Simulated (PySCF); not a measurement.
**Spin-rotation constants: `InChI=1S/C5H2ClFN2/c6-1-4(2-8)5(7)3-9/h1H2/b5-4+`**

Geometry (Å), atoms numbered from 1 in this order:
```xyz
11

N     3.2962   -0.5090   -0.4657
C     2.1670   -0.6574   -0.3522
C     0.7695   -0.8473   -0.2080
F     0.3536   -2.1196   -0.2302
C    -0.1090    0.1663   -0.0695
C     0.3698    1.4984   -0.0662
N     0.7197    2.5882   -0.0727
C    -1.5738   -0.0387    0.1301
Cl   -1.9691    0.3643    1.8430
H    -1.8593   -1.0765   -0.0375
H    -2.1593    0.6340   -0.4969
```

Method: PySCF, GIAO BHandHLYP/pcSseg-1 magnetisability, rotational g tensor and spin-rotation constants, non-relativistic, gas phase. Geometry: GFN2-xTB.

**Question.** Give the nuclear spin-rotation constants along the inertial axes (H = +C I·J) beside the isotropic shieldings.

**Answer.** Rotational constants 2.0233, 0.9603, 0.7155 GHz. A star marks the isotopologue with that one atom substituted, in its own axes.
```
atom  isotope  Caa (kHz)  Cbb (kHz)  Ccc (kHz)  mean (kHz)  σ (ppm)
  N1      14N      0.201      0.204      0.166       0.190    -86.5
  F4      19F      2.655      1.143      0.363       1.387    295.3
  N7      14N      0.482      0.052      0.176       0.237    -82.1
 Cl9     35Cl      0.282      0.311      0.104       0.232    802.9
 H10       1H     -0.196      0.039     -0.076      -0.078     27.2
 H11       1H     -0.156     -0.069     -0.018      -0.081     27.8
  C2     13C*      0.169      0.362      0.284       0.272     72.5
  C3     13C*      0.742      0.408      0.176       0.442     31.7
  C5     13C*      0.557      0.446      0.118       0.373     62.9
  C6     13C*      0.907     -0.017      0.318       0.403     69.0
  C8     13C*      0.366      0.194      0.109       0.223    142.8
```
For the geometry as given, no vibrational averaging.
